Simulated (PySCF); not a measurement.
C3H9Ga, charge +1, doublet, geometry from GFN2-xTB of the parent state (such geometries of metal compounds can be far from the true shape) (a state made from the parent by changing its charge; the spin is typed, not shown lowest); DF-R2SCAN/def2-SV(P) (PySCF).

Input for PySCF:
```python
from pyscf import gto, scf, dft

mol = gto.M(
    atom='''
Ga    0.00000529    0.00007777    0.00001707
C    -1.41606143   -1.46777541   -0.15992464
H    -1.48153476   -1.83989675   -1.18661644
H    -2.40675752   -1.08845087    0.10745406
H    -1.19263554   -2.31657722    0.49209008
C    -0.18761026    1.72486456   -1.08412653
H     0.68547600    1.88408692   -1.72381582
H    -0.26582509    2.59518349   -0.42578806
H    -1.07487761    1.70536745   -1.72277656
C     1.60364150   -0.25727270    1.24402790
H     2.25803039    0.61864670    1.24542668
H     2.20028467   -1.12270684    0.94083315
H     1.27785633   -0.43696259    2.27280363
''',
    basis='def2-sv(p)',
    charge=1,
    spin=1,
    verbose=4,
)

mf = dft.UKS(mol)
mf.xc = 'r2scan'
mf = mf.density_fit(auxbasis='def2-universal-jkfit')
mf.kernel()
```

The log (banner, timings and long lists left out):

```
PySCF version 2.14.0

[INPUT] verbose = 4
[INPUT] num. atoms = 13
[INPUT] num. electrons = 57
[INPUT] charge = 1
[INPUT] spin (= nelec alpha-beta = 2S) = 1
[INPUT] symmetry False subgroup None
[INPUT] Mole.unit = angstrom
[INPUT] Symbol           X                Y                Z      unit          X                Y                Z       unit  Magmom
[...]
nuclear repulsion = 262.684232135131
number of shells = 48
number of NR pGTOs = 182
number of NR cGTOs = 92
basis = def2-sv(p)
ecp = {}

******** <class 'pyscf.df.df_jk.DFUKS'> ********
method = DFUKS
initial guess = minao
damping factor = 0
level_shift factor = 0
DIIS = <class 'pyscf.scf.diis.CDIIS'>
diis_start_cycle = 1
diis_space = 8
diis_damp = 0
SCF conv_tol = 1e-09
SCF conv_tol_grad = None
SCF max_cycles = 50
direct_scf = False
number electrons alpha = 29  beta = 28
XC library pyscf.dft.libxc version 7.1.2
    S. Lehtola, C. Steigemann, M. J. T. Oliveira, and M. A. L. Marques,  SoftwareX 7, 1–5 (2018)
XC functionals = r2scan
    J. W. Furness, A. D. Kaplan, J. Ning, J. P. Perdew, and J. Sun,  J. Phys. Chem. Lett. 11, 8208–8215 (2020)
    J. W. Furness, A. D. Kaplan, J. Ning, J. P. Perdew, and J. Sun,  J. Phys. Chem. Lett. 11, 9248–9248 (2020)
    J. W. Furness, A. D. Kaplan, J. Ning, J. P. Perdew, and J. Sun,  J. Phys. Chem. Lett. 11, 8208–8215 (2020)
    J. W. Furness, A. D. Kaplan, J. Ning, J. P. Perdew, and J. Sun,  J. Phys. Chem. Lett. 11, 9248–9248 (2020)
radial grids:
    Treutler-Ahlrichs [JCP 102, 346 (1995); DOI:10.1063/1.469408] (M4) radial grids

becke partition: Becke, JCP 88, 2547 (1988); DOI:10.1063/1.454033
pruning grids: <function nwchem_prune>
grids dens level: 3
symmetrized grids: False
atomic radii adjust function: <function treutler_atomic_radii_adjust>
small_rho_cutoff = 0
Set gradient conv threshold to 3.16228e-05
tot grids = 151536
init E= -2043.33037497585

cycle= 1 E= -2043.68654831643  delta_E= -0.356  |g|= 0.537  |ddm|= 2.37
cycle= 2 E= -2043.44639029282  delta_E= 0.24  |g|= 0.885  |ddm|= 1.57
cycle= 3 E= -2043.75923664045  delta_E= -0.313  |g|= 0.235  |ddm|= 1.19
cycle= 4 E= -2043.75855924393  delta_E= 0.000677  |g|= 0.227  |ddm|= 0.861
cycle= 5 E= -2043.78335766008  delta_E= -0.0248  |g|= 0.133  |ddm|= 0.817
cycle= 6 E= -2043.77948530361  delta_E= 0.00387  |g|= 0.153  |ddm|= 0.748
cycle= 7 E= -2043.7803657891  delta_E= -0.00088  |g|= 0.145  |ddm|= 0.65
cycle= 8 E= -2043.78458938057  delta_E= -0.00422  |g|= 0.129  |ddm|= 0.827
[...]
cycle= 20 E= -2043.78494642949  delta_E= 0.0011  |g|= 0.123  |ddm|= 0.0316
cycle= 21 E= -2043.78656933963  delta_E= -0.00162  |g|= 0.115  |ddm|= 0.0303
cycle= 22 E= -2043.7886453534  delta_E= -0.00208  |g|= 0.103  |ddm|= 0.0789
cycle= 23 E= -2043.76193655416  delta_E= 0.0267  |g|= 0.209  |ddm|= 0.846
cycle= 24 E= -2043.75276109151  delta_E= 0.00918  |g|= 0.233  |ddm|= 0.0535
cycle= 25 E= -2043.75299493022  delta_E= -0.000234  |g|= 0.233  |ddm|= 0.00785
cycle= 26 E= -2043.7526080457  delta_E= 0.000387  |g|= 0.234  |ddm|= 0.0435
cycle= 27 E= -2043.75145928365  delta_E= 0.00115  |g|= 0.237  |ddm|= 0.0171
cycle= 28 E= -2043.73070377082  delta_E= 0.0208  |g|= 0.283  |ddm|= 0.0954
cycle= 29 E= -2043.79171397827  delta_E= -0.061  |g|= 0.0901  |ddm|= 0.32
cycle= 30 E= -2043.79358011795  delta_E= -0.00187  |g|= 0.0732  |ddm|= 0.285
cycle= 31 E= -2043.76988635246  delta_E= 0.0237  |g|= 0.185  |ddm|= 0.734
cycle= 32 E= -2043.76883787287  delta_E= 0.00105  |g|= 0.19  |ddm|= 0.139
cycle= 33 E= -2043.77275773826  delta_E= -0.00392  |g|= 0.176  |ddm|= 0.0874

cycle= 34 E= -2043.7762248071  delta_E= -0.00347  |g|= 0.163  |ddm|= 0.0211

cycle= 35 E= -2043.76784394359  delta_E= 0.00838  |g|= 0.191  |ddm|= 0.595

cycle= 36 E= -2043.77198967841  delta_E= -0.00415  |g|= 0.177  |ddm|= 0.0546
cycle= 37 E= -2043.77401435253  delta_E= -0.00202  |g|= 0.169  |ddm|= 0.035
cycle= 38 E= -2043.77106335965  delta_E= 0.00295  |g|= 0.179  |ddm|= 0.0674
cycle= 39 E= -2043.7658017978  delta_E= 0.00526  |g|= 0.197  |ddm|= 0.237
cycle= 40 E= -2043.77091290224  delta_E= -0.00511  |g|= 0.184  |ddm|= 0.554

cycle= 41 E= -2043.7858789286  delta_E= -0.015  |g|= 0.122  |ddm|= 0.262
cycle= 42 E= -2043.77324370626  delta_E= 0.0126  |g|= 0.175  |ddm|= 0.841
cycle= 43 E= -2043.77843075011  delta_E= -0.00519  |g|= 0.155  |ddm|= 0.0325
cycle= 44 E= -2043.78695871926  delta_E= -0.00853  |g|= 0.112  |ddm|= 0.586

cycle= 45 E= -2043.78944006489  delta_E= -0.00248  |g|= 0.0984  |ddm|= 0.0908
cycle= 46 E= -2043.76391468385  delta_E= 0.0255  |g|= 0.203  |ddm|= 0.825

cycle= 47 E= -2043.77248504911  delta_E= -0.00857  |g|= 0.177  |ddm|= 0.143
cycle= 48 E= -2043.77214507299  delta_E= 0.00034  |g|= 0.176  |ddm|= 0.506
cycle= 49 E= -2043.77188597684  delta_E= 0.000259  |g|= 0.177  |ddm|= 0.0187
cycle= 50 E= -2043.77478906341  delta_E= -0.0029  |g|= 0.167  |ddm|= 0.0454
SCF not converged.
SCF energy = -2043.77478906341 after 50 cycles  <S^2> = 0.75930413  2S+1 = 2.0092826
```

The run did not converge; its last values are not results.
